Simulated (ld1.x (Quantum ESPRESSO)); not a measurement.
Building the RRKJ potential for Pm (Z = 61) (PBEsol, scalar-relativistic).

ld1.x (Quantum ESPRESSO) 7.5 was run on this input:

```
&input
   title='Pm', zed=61., rel=1, dft='PBESOL', iswitch=3,
   config='[Xe] 4f4 5d1 6s1 6p0',
   nld=3, rlderiv=3.20, eminld=-6.0, emaxld=5.0, deld=0.02
 /
 &inputp
   pseudotype=2, tm=.false., rho0=0.01, lloc=2,
   nlcc=.false.,
   file_pseudopw='Pm.UPF', file_wfcaegen='ae.wfc', file_wfcncgen='nc.wfc', file_beta='beta', file_chi='chi'
 /
3
5S  1  0   2.00   0.00  1.45  1.45  0.0
5P  2  1   6.00   0.00  2.00  2.00  0.0
5D  3  2   1.00   0.00  2.95  2.95  0.0
 &test
   configts(1)='5s2 5p6 5d1 6s1 6p0'
 /
```

Command:

```bash
ld1.x < Pm.in > Pm.out
```

The program printed (shortened: banner, matrices, multipoles, cross overlaps and the repeated all-electron block are left out):

```
Program LD1 v.7.5
     --------------------------- All-electron run ----------------------------

     Pm
     scalar relativistic calculation

     atomic number is 61.00
     dft =PBESOL   lsd =0 sic =0 latt =0  beta=0.20 tr2=1.0E-14
     Exchange-correlation= PBESOL
                           (   1   4  10   8   0   0   0)
     mesh =1259 r(mesh) = 100.89962 a.u. xmin = -7.00 dx = 0.01250
     1 Ry =  13.60569312 eV, c = 137.03599908

     n l     nl                  e(Ry)          e(Ha)          e(eV)
     1 0     1S 1( 2.00)     -3308.6987     -1654.3494    -45017.1392
     2 0     2S 1( 2.00)      -538.7658      -269.3829     -7330.2820
     2 1     2P 1( 6.00)      -481.2771      -240.6385     -6548.1085
     3 0     3S 1( 2.00)      -118.2673       -59.1336     -1609.1082
     3 1     3P 1( 6.00)      -100.2195       -50.1098     -1363.5560
     4 0     4S 1( 2.00)       -24.2661       -12.1330      -330.1567
     4 1     4P 1( 6.00)       -18.3318        -9.1659      -249.4170
     3 2     3D 1(10.00)       -75.4700       -37.7350     -1026.8219
     5 0     5S 1( 2.00)        -3.7773        -1.8886       -51.3923
     5 1     5P 1( 6.00)        -2.3148        -1.1574       -31.4947
     4 2     4D 1(10.00)        -9.9487        -4.9743      -135.3587
     4 3     4F 1( 4.00)        -1.0046        -0.5023       -13.6682
     5 2     5D 1( 1.00)        -0.6302        -0.3151        -8.5736
     6 0     6S 1( 1.00)        -0.6551        -0.3276        -8.9133
     6 1     6P 1( 0.00)        -0.4103        -0.2051        -5.5818

     final scf error:  2.9E-15 reached in  28 iterations

     Etot =  -20033.292810 Ry,  -10016.646405 Ha, -272566.834211 eV

     Ekin =   21367.613115 Ry,   10683.806557 Ha,  290721.186813 eV
     Encl =  -48667.078591 Ry,  -24333.539296 Ha, -662149.336504 eV
     Eh   =    7715.233541 Ry,    3857.616770 Ha,  104971.099927 eV
     Exc  =    -449.060874 Ry,    -224.530437 Ha,   -6109.784446 eV

     normalization and overlap integrals

     s(1S/1S) =  1.000000  <r> =   0.0232  <r2> =    0.0007  r(max) =   0.0148
     s(2S/2S) =  1.000000  <r> =   0.0990  <r2> =    0.0116  r(max) =   0.0843
     s(2P/2P) =  1.000000  <r> =   0.0871  <r2> =    0.0093  r(max) =   0.0673
     s(3S/3S) =  1.000000  <r> =   0.2607  <r2> =    0.0776  r(max) =   0.2379
     s(3P/3P) =  1.000000  <r> =   0.2589  <r2> =    0.0777  r(max) =   0.2350
     s(4S/4S) =  1.000000  <r> =   0.5921  <r2> =    0.3956  r(max) =   0.5497
     s(4P/4P) =  1.000000  <r> =   0.6265  <r2> =    0.4463  r(max) =   0.5779
     s(3D/3D) =  1.000000  <r> =   0.2363  <r2> =    0.0657  r(max) =   0.1924
     s(5S/5S) =  1.000000  <r> =   1.4159  <r2> =    2.2534  r(max) =   1.2701
     s(5P/5P) =  1.000000  <r> =   1.6467  <r2> =    3.0746  r(max) =   1.4393
     s(4D/4D) =  1.000000  <r> =   0.6850  <r2> =    0.5441  r(max) =   0.6000
     s(4F/4F) =  1.000000  <r> =   0.9567  <r2> =    1.2014  r(max) =   0.6229
     s(5D/5D) =  1.000000  <r> =   2.6139  <r2> =    8.0880  r(max) =   2.0170
     s(6S/6S) =  1.000000  <r> =   3.7925  <r2> =   16.1362  r(max) =   3.3674
     s(6P/6P) =  1.000000  <r> =   4.7888  <r2> =   25.7832  r(max) =   4.2170

     ------------------------ End of All-electron run ------------------------

     --------------------- Generating NC pseudopotential ---------------------

      Generating local pot.: lloc=2, matching radius rcloc =   2.9500

      Wfc   5S  rcut= 1.439  Estimated cut-off energy=       22.81 Ry
      Using 4 Bessel functions for this wfc, rho(0) = 0.010
      This function has    0 nodes for 0 < r <    1.439

      Wfc   5P  rcut= 1.992  Estimated cut-off energy=       45.36 Ry
      This function has    0 nodes for 0 < r <    1.992

       Warning: n=2, l=0 expected 1 nodes, found 2
       Setting wfc to zero for this iteration
       (This warning will only be printed once per wavefunction)

     ------------------- End of pseudopotential generation -------------------

     Computing logarithmic derivative in   3.18323
     Message from routine compute phi:
     negative determinant

      ld=  -0.224113 f2ae  0.116479 faenor  0.609080
     Message from routine run_pseudo:
     Warning: convergence not achieved
     Computing logarithmic derivative in   3.18323
     Computing the partial wave expansion
     R is outside the sphere for l=    0 j= 0.00
     R is outside the sphere for l=    1 j= 0.00
       no projector for channel:   2

     ---------------------- Testing the pseudopotential ----------------------

     Pm
     scalar relativistic calculation

     atomic number is 61.00   valence charge is 11.00
     dft =PBESOL   lsd =0 sic =0 latt =0  beta=0.20 tr2=1.0E-14
     mesh =1259 r(mesh) = 100.89962 xmin = -7.00 dx = 0.01250

     n l     nl             e AE (Ry)        e PS (Ry)    De AE-PS (Ry)
     1 0     5S   1( 2.00)       -3.77727       -3.77726       -0.00000
     2 1     5P   1( 6.00)       -2.31481       -2.31481       -0.00000
     3 2     5D   1( 1.00)       -0.63015       -0.63015        0.00000
     2 0     6S   1( 1.00)       -0.65512       -0.65512        0.00000
     3 1     6P   1( 0.00)       -0.41025       -0.42459        0.01434  !

     eps = 8.9E-11  iter =201

     Etot =  -20033.292810 Ry,  -10016.646405 Ha, -272566.834211 eV
     Etotps =   -63.303371 Ry,     -31.651686 Ha,    -861.286244 eV

     Ekin =      17.342238 Ry,       8.671119 Ha,     235.953172 eV
     Encl =    -113.200644 Ry,     -56.600322 Ha,   -1540.173223 eV
     Ehrt =      43.001705 Ry,      21.500852 Ha,     585.067998 eV
     Ecxc =      -8.040670 Ry,      -4.020335 Ha,    -109.398894 eV
     Epseu=      -2.406000 Ry,      -1.203000 Ha,     -32.735297 eV

     ---------------------- End of pseudopotential test ----------------------
```

Generation and configuration tests took about 11 s on one core of a shared server CPU.

Transferability test of the new file with ld1.x, input:

```
&input
   title='Pm', zed=61., rel=1, dft='PBESOL', iswitch=2,
   config='[Xe] 4f4 5d1 6s1 6p0'
 /
 &test
   file_pseudo='Pm.UPF', nconf=8,
   configts(1)='5s2 5p6 5d1 6s1 6p0',
   configts(2)='5s2 5p6 5d1 6s2 6p0',
   configts(3)='5s2 5p6 5d1 6s0 6p0',
   configts(4)='5s2 5p6 5d0 6s0 6p0',
   configts(5)='5s1 5p6 5d1 6s2 6p0',
   configts(6)='5s2 5p6 5d1 6s0 6p2',
   configts(7)='5s2 5p6 5d2 6s0 6p0',
   configts(8)='5s2 5p5 5d1 6s2 6p0'
 /
```

```bash
ld1.x < Pm.test.in > Pm.test.out
```

Pseudopotential blocks of its output, shortened (energy terms left out; the distinct warnings before each block abridged to one line each):

```
     Warning: convergence not achieved
     Warning: n=1, l=0 expected 0 nodes, found 1
     Warning: n=2, l=0 expected 1 nodes, found 2
     Warning: n=2, l=1 expected 0 nodes, found 1
     ---------------------- Testing the pseudopotential ----------------------

     n l     nl             e AE (Ry)        e PS (Ry)    De AE-PS (Ry)
     1 0     5S   1( 2.00)       -3.77727       -3.77726       -0.00000
     2 1     5P   1( 6.00)       -2.31481       -2.31481       -0.00000
     3 2     5D   1( 1.00)       -0.63015       -0.63015        0.00000
     2 0     6S   1( 1.00)       -0.65512       -0.65512        0.00000
     3 1     6P   1( 0.00)       -0.41025       -0.42459        0.01434  !

     eps = 2.2E-11  iter =201

     Etot =  -20033.292810 Ry,  -10016.646405 Ha, -272566.834211 eV
     Etotps =   -63.303371 Ry,     -31.651686 Ha,    -861.286244 eV

     ---------------------- End of pseudopotential test ----------------------

          Warning: convergence not achieved
     Warning: n=3, l=1 expected 1 nodes, found 3
     ---------------------- Testing the pseudopotential ----------------------

     n l     nl             e AE (Ry)        e PS (Ry)    De AE-PS (Ry)
     1 0     5S   1( 2.00)       -3.32475       -0.03364       -3.29111  !
     2 1     5P   1( 6.00)       -1.86321       -0.16831       -1.69490  !
     3 2     5D   1( 1.00)       -0.20988       -0.00000       -0.20988  !
     2 0     6S   1( 2.00)       -0.29074       -0.08722       -0.20352  !
     3 1     6P   1( 0.00)       -0.09722       -0.09722        0.00000

     eps = 2.3E-02  iter =201

     Etot =  -20033.762463 Ry,  -10016.881231 Ha, -272573.224170 eV
     Etotps =    -1.414449 Ry,      -0.707224 Ha,     -19.244552 eV
     dEtot_ae =      -0.469653 Ry
     dEtot_ps =      61.888923 Ry,   Delta E=     -62.358576 Ry

     ---------------------- End of pseudopotential test ----------------------

          Warning: convergence not achieved
     ---------------------- Testing the pseudopotential ----------------------

     n l     nl             e AE (Ry)        e PS (Ry)    De AE-PS (Ry)
     1 0     5S   1( 2.00)       -4.30312       -3.77726       -0.52585  !
     2 1     5P   1( 6.00)       -2.83692       -2.31481       -0.52211  !
     3 2     5D   1( 1.00)       -1.10718       -0.63015       -0.47702  !
     2 0     6S   1( 0.00)       -1.04850       -1.04850        0.00000
     3 1     6P   1( 0.00)       -0.75312       -0.42459       -0.32853  !

     eps = 1.2E-11  iter =201

     Etot =  -20032.443669 Ry,  -10016.221834 Ha, -272555.281059 eV
     Etotps =   -62.648253 Ry,     -31.324126 Ha,    -852.372900 eV
     dEtot_ae =       0.849141 Ry
     dEtot_ps =       0.655119 Ry,   Delta E=       0.194022 Ry

     ---------------------- End of pseudopotential test ----------------------

          Warning: convergence not achieved
     ---------------------- Testing the pseudopotential ----------------------

     n l     nl             e AE (Ry)        e PS (Ry)    De AE-PS (Ry)
     1 0     5S   1( 2.00)       -5.09507       -4.54088       -0.55419  !
     2 1     5P   1( 6.00)       -3.60648       -3.05619       -0.55029  !
     3 2     5D   1( 0.00)       -1.78275       -1.26610       -0.51665  !
     2 0     6S   1( 0.00)       -1.57768       -1.57768        0.00000
     3 1     6P   1( 0.00)       -1.21223       -0.86016       -0.35207  !

     eps = 3.3E-11  iter =201

     Etot =  -20031.005277 Ry,  -10015.502639 Ha, -272535.710750 eV
     Etotps =   -61.708649 Ry,     -30.854324 Ha,    -839.588941 eV
     dEtot_ae =       2.287532 Ry
     dEtot_ps =       1.594722 Ry,   Delta E=       0.692810 Ry

     ---------------------- End of pseudopotential test ----------------------

          Warning: convergence not achieved
     ---------------------- Testing the pseudopotential ----------------------

     n l     nl             e AE (Ry)        e PS (Ry)    De AE-PS (Ry)
     1 0     5S   1( 1.00)       -4.14210       -5.34188        1.19978  !
     2 1     5P   1( 6.00)       -2.63781       -3.80597        1.16816  !
     3 2     5D   1( 1.00)       -0.83465       -0.39953       -0.43513  !
     2 0     6S   1( 2.00)       -0.75960       -0.75960        0.00000
     3 1     6P   1( 0.00)       -0.47744       -0.60899        0.13156  !

     eps = 1.7E-09  iter =201

     Etot =  -20030.042501 Ry,  -10015.021251 Ha, -272522.611511 eV
     Etotps =   -58.624801 Ry,     -29.312401 Ha,    -797.631057 eV
     dEtot_ae =       3.250308 Ry
     dEtot_ps =       4.678570 Ry,   Delta E=      -1.428261 Ry

     ---------------------- End of pseudopotential test ----------------------

          Warning: convergence not achieved
     ---------------------- Testing the pseudopotential ----------------------

     n l     nl             e AE (Ry)        e PS (Ry)    De AE-PS (Ry)
     1 0     5S   1( 2.00)       -3.49953       -2.64545       -0.85407  !
     2 1     5P   1( 6.00)       -2.03530       -1.20418       -0.83112  !
     3 2     5D   1( 1.00)       -0.34474       -0.00000       -0.34474  !
     2 0     6S   1( 0.00)       -0.38239       -0.38239        0.00000
     3 1     6P   1( 2.00)       -0.17308       -0.00000       -0.17308  !

     eps = 1.7E-03  iter =201

     Etot =  -20033.359565 Ry,  -10016.679783 Ha, -272567.742465 eV
     Etotps =   -64.159954 Ry,     -32.079977 Ha,    -872.940644 eV
     dEtot_ae =      -0.066755 Ry
     dEtot_ps =      -0.856583 Ry,   Delta E=       0.789827 Ry

     ---------------------- End of pseudopotential test ----------------------

          Warning: convergence not achieved
     ---------------------- Testing the pseudopotential ----------------------

     n l     nl             e AE (Ry)        e PS (Ry)    De AE-PS (Ry)
     1 0     5S   1( 2.00)       -3.62252       -3.18389       -0.43863  !
     2 1     5P   1( 6.00)       -2.17040       -1.73225       -0.43815  !
     3 2     5D   1( 2.00)       -0.52708       -0.13618       -0.39090  !
     2 0     6S   1( 0.00)       -0.58493       -0.58493        0.00000
     3 1     6P   1( 0.00)       -0.35781       -0.10734       -0.25047  !

     eps = 9.5E-11  iter =201

     Etot =  -20033.250997 Ry,  -10016.625498 Ha, -272566.265320 eV
     Etotps =   -63.015693 Ry,     -31.507846 Ha,    -857.372176 eV
     dEtot_ae =       0.041813 Ry
     dEtot_ps =       0.287679 Ry,   Delta E=      -0.245866 Ry

     ---------------------- End of pseudopotential test ----------------------

          Warning: convergence not achieved
     ---------------------- Testing the pseudopotential ----------------------

     n l     nl             e AE (Ry)        e PS (Ry)    De AE-PS (Ry)
     1 0     5S   1( 2.00)       -4.09743       -5.12921        1.03179  !
     2 1     5P   1( 5.00)       -2.60197       -3.60103        0.99907  !
     3 2     5D   1( 1.00)       -0.81835       -0.65718       -0.16117  !
     2 0     6S   1( 2.00)       -0.75685       -0.75685        0.00000
     3 1     6P   1( 0.00)       -0.47674       -0.55314        0.07639  !

     eps = 3.4E-12  iter =201

     Etot =  -20031.542173 Ry,  -10015.771086 Ha, -272543.015579 eV
     Etotps =   -60.467899 Ry,     -30.233950 Ha,    -822.707679 eV
     dEtot_ae =       1.750637 Ry
     dEtot_ps =       2.835472 Ry,   Delta E=      -1.084835 Ry

     ---------------------- End of pseudopotential test ----------------------
```
